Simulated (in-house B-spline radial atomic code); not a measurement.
Results of a calculation; reference values are marked as such.
# Weak and strong correlation along the adiabatic connection

Two-electron singlets in several external potentials (atomic units), by full CI in B-splines with partial waves to l = 8 (correlation energies up to 0.6 % small). The repulsion is scaled by λ at fixed density; W(λ) is the mean repulsion less the Hartree energy, W(0) = E_x, and the area under W from 0 to 1 is E_xc.

One system gave this curve:

| λ | W (hartree) |
| --- | --- |
| 0 | -1.7533 |
| 0.02 | -1.7552 |
| 0.05 | -1.7581 |
| 0.12 | -1.7648 |
| 0.25 | -1.7769 |
| 0.4 | -1.7904 |
| 0.6 | -1.8076 |
| 0.8 | -1.8239 |
| 1 | -1.8394 |
| 1.4 | -1.8681 |
| 2 | -1.9064 |
| 3 | -1.9596 |
| 4.5 | -2.0212 |
| 7 | -2.093 |
| 10 | -2.1503 |

Task: Which system is it?
A. empty sphere, radius 0.3 bohr
B. −V exp(−r²/w²), V = 26.4, w = 1.21
C. −Z/r, Z = 1.85
D. −Z exp(−kr)/r, Z = 1.42, k = 0.177

Result: B. The exchange energy sets the size: −V exp(−r²/w²), V = 26.4, w = 1.21: E_x = -1.75, E_c = -0.0449; empty sphere, radius 0.3 bohr: E_x = -5.92, E_c = -0.0537; −Z/r, Z = 1.85: E_x = -0.93, E_c = -0.0417; −Z exp(−kr)/r, Z = 1.42, k = 0.177: E_x = -0.635, E_c = -0.0414 hartree.
